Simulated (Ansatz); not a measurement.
Coupled-cluster diagnostics for Al₃B⁻, Ansatz.

Geometry of the doublet (B3LYP-D4/def2-TZVPD):

```xyz
4

B    -0.188    0.194    0.052
Al   -1.608   -1.294    0.072
Al    0.737    0.291   -1.692
Al    1.059    0.809    1.568
```

Correlated methods freeze 16 core orbitals. At PBE0-D4/def2-TZVPD a triplet of charge 0 lies 0.60 eV below the restricted singlet at the same geometry. The structure comes from a short search, and lower isomers may exist.

Geometry of the charge -1 quartet (B3LYP-D4/def2-TZVPD):

```xyz
4

B    -0.335    0.599   -0.066
Al   -1.873   -0.679   -0.520
Al    0.698   -1.242    0.125
Al    1.510    1.322    0.460
```

Question: Estimate the CCSD(T) correlation energy, the shares of MP2 and (T), T1 and the reference's ⟨S²⟩ for: charge -1, doublet, own geometry in def2-TZVPPD; charge -1, quartet, own geometry in def2-TZVPPD; charge 0, singlet, vertical in def2-TZVPPD; and the rough time on 4 threads of Arm Neoverse V1 on a shared host.

Answer: 
```json
{"state": "charge -1, doublet, own geometry", "basis": "def2-TZVPPD", "correlation (eV)": "-9.492", "MP2 share (%)": "77.5", "(T) share (%)": "8.1", "T1": "0.116", "⟨S²⟩ (pure)": "1.43 (0.75)", "wall time": "37 s", "remarks": "large T1, spin-contaminated"}
{"state": "charge -1, quartet, own geometry", "basis": "def2-TZVPPD", "correlation (eV)": "-9.719", "MP2 share (%)": "79.8", "(T) share (%)": "9.2", "T1": "0.113", "⟨S²⟩ (pure)": "4.09 (3.75)", "wall time": "34 s", "remarks": "large T1, spin-contaminated"}
{"state": "charge 0, singlet, vertical", "basis": "def2-TZVPPD", "correlation (eV)": "-9.730", "MP2 share (%)": "83.4", "(T) share (%)": "8.5", "T1": "0.050", "⟨S²⟩ (pure)": "0.00 (0.00)", "wall time": "62 s", "remarks": "large T1, restricted singlet, untested, stability undecided"}
```
Customary marks for T1 are 0.02 (closed shells), 0.045 (open shells) and about 0.05 (3d metals). T1 exceeds 0.02 in 3 of 3 rows and 0.045 in 3; the higher it lies, the less the single-reference result can be trusted.
